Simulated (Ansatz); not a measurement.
Consider the ligand exchange at the Si–O bond: `N[Si](O)(F)F` + H–F → `N[Si](F)(F)F` + H₂O.

Calculated with Ansatz (gas phase, PBE0-D4/def2-TZVP geometries, no zero-point term in ΔE). CBS: MP2 limit from def2 TZ/QZ plus the TZ coupled-cluster correction, frozen cores. This one scheme is used for every species. Each species was taken in one conformer, which may not be the lowest.

```tsv
species	CCSD(T)/CBS(def2) energy (Eh)
`N[Si](O)(F)F`	-620.58997
H–F	-100.39570
`N[Si](F)(F)F`	-644.62042
H₂O	-76.37941
```

Work out ΔE.

ΔE = (-644.62042) + (-76.37941) − (-620.58997) − (-100.39570) = -0.01416 Eh = -37.2 kJ/mol.

What do rigid-rotor, harmonic-oscillator terms from PBE0-D4/def2-TZVP frequencies (298.15 K, 1 bar) make of the CCSD(T)/CBS value? (Best estimate.)

Computed: ΔZPE = +0.4 kJ/mol, ΔH = -36.1 kJ/mol, ΔS = 16 J/(mol·K), ΔG = -40.8 kJ/mol.

Largest T1 diagnostic among the species: 0.011.

Leaving LDA and LC-ωPBE aside and taking each functional with its dispersion term where it has one, the values, not all of them listed here, spread over 8.3 kJ/mol, from B97M-V to revPBE-D4. LDA lies +4.4 kJ/mol from PBE without D4. In def2-TZVPP, CCSD(T) changes the Hartree–Fock value by +6.8 kJ/mol (the triples alone add +1.1 kJ/mol) and MP2 by +8.0 kJ/mol.
